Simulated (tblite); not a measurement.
C₂H₁₀OSi₂.
Bonds: C1–O2, O2–C3, C3–Si4, Si4–Si5. Hydrogens: H6, H7, H8 on C1; H9, H10 on C3; H11, H12 on Si4; H13, H14, H15 on Si5.

Computed with GFN2-xTB (tblite), gas phase: nudged elastic band of 9 images (0 to 8), spring 0.2 eV/Å², climbing image at the end, force threshold 0.05 eV/Å. The top image wasn't refined or checked by frequencies; at this threshold it can lie a kcal/mol or more above the true saddle point of the method.

The band describes a rotation about C3–O2 (sp3 carbon bound to oxygen, ether oxygen), followed by the dihedral Si4–C3–O2–C1, from the optimised start (-179°) to a second optimised geometry at -71°.

Problem. How does the energy change from image to image?

Solution. 
| image | dihedral (°) | E (kJ/mol) | C3–O2 (Å) | Si4···C1 (Å) | largest true force (eV/Å) |
| --- | --- | --- | --- | --- | --- |
| 0 | -179 | 0.00 | 1.416 | 3.97 | 0.01 |
| 1 | -169 | 0.74 | 1.417 | 3.96 | 0.02 |
| 2 | -157 | 3.12 | 1.421 | 3.92 | 0.04 |
| 3 | -141 | 7.37 | 1.426 | 3.85 | 0.04 |
| 4 | -123 | 10.88 | 1.432 | 3.74 | 0.02 |
| 5 | -106 | 11.40 | 1.432 | 3.61 | 0.01 |
| 6 | -86 | 11.20 | 1.425 | 3.44 | 0.04 |
| 7 | -83 | 9.60 | 1.422 | 3.44 | 0.01 |
| 8 | -71 | 8.61 | 1.419 | 3.31 | 0.01 |

Barriers of this band. The top is image 5 at -106°: 11.40 kJ/mol forward and 2.79 kJ/mol back; the end lies 8.61 kJ/mol above the start. The central bond is 0.016 Å longer at the top than at the start.

Other torsions move too; by image: O2–C3–Si4–Si5 (41, 39, 38, 40, 42, 42, 45, 63, 81°).

Problem. What rate follows at 298 K for crossing this barrier forward?

Solution. Taking the electronic barrier for the free energy of activation (no zero-point or entropy terms, transmission 1), rate = (kT/h)·exp(−ΔE/kT) ≈ 6 × 10^10 s⁻¹, whose inverse is 2 × 10^-11 s. An error of 1 kcal/mol in the barrier changes this by a factor of 5, and the method and the loose band can each miss by that much or more.

Problem. How would the two end points share their population at 298 K, from these energies alone?

Solution. exp(−ΔE/kT) with ΔE = 0.089 eV gives 0.031 for the higher one (end) against 1 for the lower, without vibrational, rotational or degeneracy terms.

Problem. How long is the path, and how are the images spaced?

Solution. Cartesian distances between aligned neighbours (all atoms, Å): 0.55, 0.57, 0.58, 0.56, 0.51, 0.76, 1.05, 1.29; the sum is 5.88 Å, and the top lies 47 % of the way along.

What follows is the cost of the whole band run. The run took about 15 s of CPU time (one thread, shared machine).
